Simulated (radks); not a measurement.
Values are calculated unless marked as measured or tabulated.
Task: These are the eigenvalues of the occupied orbitals of an atom or ion with whole-number occupations (eV). Code: a radial shooting solver on a logarithmic mesh with Libxc functionals. Model: scalar-relativistic Kohn-Sham, LDA (Slater exchange, Perdew-Wang correlation), spin-polarised, spherical densities, finite nucleus; Fermi nuclear charge, rms radius of each element as measured or else 0.836 A^(1/3) + 0.57 fm.

| orbital | eigenvalue |
|---|---|
| 1s up | -5358.411 |
| 1s down | -5358.368 |
| 2s up | -608.7212 |
| 2s down | -607.6159 |
| 2p up | -510.3686 |
| 2p down | -509.5003 |
| 3s up | -78.4434 |
| 3s down | -75.6144 |
| 3p up | -52.5667 |
| 3p down | -49.7665 |
| 3d up | -13.8183 |
| 4s up | -11.7531 |

Which element is it, and in what charge state? The configuration may be excited. Open shells, if any, are filled with parallel spins first.

Result: Z = 23, vanadium, charge +1: V+ in [Ar] 3d3 4s1. The list shows which subshells hold electrons but not how many an open one holds; the 1s level, -196.92 hartree, gives Z - s = 19.8 by -(Z - s)^2/2, which with screening and relativity narrows Z to a few neighbours, and the depths of the outer levels then fix element, charge and occupations together.
